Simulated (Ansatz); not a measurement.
Cost and result for the atomization energy of CH₅FGeO₂, SMILES `[OH][GeH]([OH])[CH2]F` (10 atoms, 9 bonds).

```xyz
10

O    -1.8574    0.0397    0.6532
Ge   -0.3592   -0.4862   -0.1464
O    -0.3276    0.1558   -1.8013
C     1.1981    0.3307    0.7286
F     2.3540   -0.3491    0.3816
H    -2.0699    0.9575    0.4664
H    -0.3975   -2.0192   -0.1122
H    -0.9239   -0.2994   -2.3998
H     1.2992    1.3737    0.4146
H     1.0840    0.2965    1.8155
```

Total charge 0; spin multiplicity 1. Correlated methods include outer-core shells of Ge, which these sets cover unevenly. Scalar relativity is left out up to krypton. All single points use the PBE0-D4/def2-TZVP geometry. It is one conformer, not always the lowest. Program: Ansatz. All runs use 4 threads of an Arm Neoverse V1 on a shared host. Times are those of one run each, without the atoms' runs, and a repeat can differ threefold. Electronic energies, without spin–orbit coupling; frozen cores. CCSD(T)/CBS adds CCSD(T) − MP2 in def2-TZVPP to the MP2 limit, and its time is that of the two runs behind it. T1 = 0.012. With those shells the extrapolation isn't a true limit. B3LYP takes the VWN-RPA correlation (the form of Gaussian; ORCA's B3LYP/G).

CCSD(T)/CBS is a level of theory with its own doubt, some kJ/mol a heavy atom from the limit and from the frozen cores, so smaller differences don't rank the functionals.

```tsv
level	functions	wall time
PBE-D4/def2-TZVPP (with forces)	242	2.5 s
PBE0-D4/def2-TZVPP	242	3.1 s
B3LYP-D4/def2-TZVPP (with forces)	242	4.8 s
r2SCAN-D4/def2-TZVPP (with forces)	242	5.5 s
B2PLYP/def2-TZVPP	242	5.5 s
ωB97X-V/def2-TZVPP	242	8.5 s
ωB97M-V/def2-TZVPP (with forces)	242	12 s
MP2/def2-QZVPP	467	25 s
CCSD(T)/def2-TZVPP	242	4.5 min
CCSD(T)/CBS(def2)	–	4.9 min
```

Q: What atomization energy does each give, and how far from CCSD(T)/CBS? (An estimate is asked.)

A: Ansatz gave: 
```csv
level,atomization (kJ/mol),difference from CCSD(T)/CBS,per bond
PBE-D4/def2-TZVPP (with forces),3620.4,45.9,5.1
PBE0-D4/def2-TZVPP,3520.2,-54.3,-6.0
B3LYP-D4/def2-TZVPP (with forces),3525.9,-48.6,-5.4
r2SCAN-D4/def2-TZVPP (with forces),3557.6,-16.9,-1.9
B2PLYP/def2-TZVPP,3509.6,-64.9,-7.2
ωB97X-V/def2-TZVPP,3563.6,-10.9,-1.2
ωB97M-V/def2-TZVPP (with forces),3548.8,-25.7,-2.9
MP2/def2-QZVPP,3622.9,48.4,5.4
CCSD(T)/def2-TZVPP,3479.1,-95.4,-10.6
CCSD(T)/CBS(def2),3574.5,0.0,0.0
```

The D4 term adds +27.6 kJ/mol with B3LYP and +14.5 kJ/mol with PBE0; it sums over pairs of atoms, weighted by their polarisabilities, and B3LYP, whose exchange is more repulsive, gets the larger term. From PBE to PBE0 (25 % exact exchange), in def2-TZVPP and without D4, the atomization energy moves by −97.5 kJ/mol: exact exchange takes away binding that semilocal exchange gives to molecules. In def2-TZVPP, CCSD(T) changes the Hartree–Fock value by +1040.1 kJ/mol (the triples alone add +61.6 kJ/mol) and MP2 by +1127.7 kJ/mol; breaking electron pairs costs correlation energy, which Hartree–Fock lacks.
